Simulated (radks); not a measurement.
Q: Valence configurations of neutral nitrogen (all share [He]). All-electron calculation, scalar-relativistic Kohn-Sham, PBE, spin-polarised, spherical densities, finite nucleus; open shells are filled with parallel spins first; Fermi nuclear charge, rms radius 2.5582 fm. Program: a radial shooting solver on a logarithmic mesh with Libxc functionals. Order these by energy: 2s0.5 2p4.5; 2s2 2p3; 2s1 2p4; 2p5; 2s1.5 2p3.5.

A: From the lowest, in eV above it: 2s2 2p3 0.000; 2s1.5 2p3.5 5.566; 2s1 2p4 11.101; 2s0.5 2p4.5 18.842; 2p5 25.791. NIST lists [He] 2s2 2p3 as the ground configuration; this level of theory agrees among the configurations tried. The energies are those of spherical high-spin densities, not of single terms.
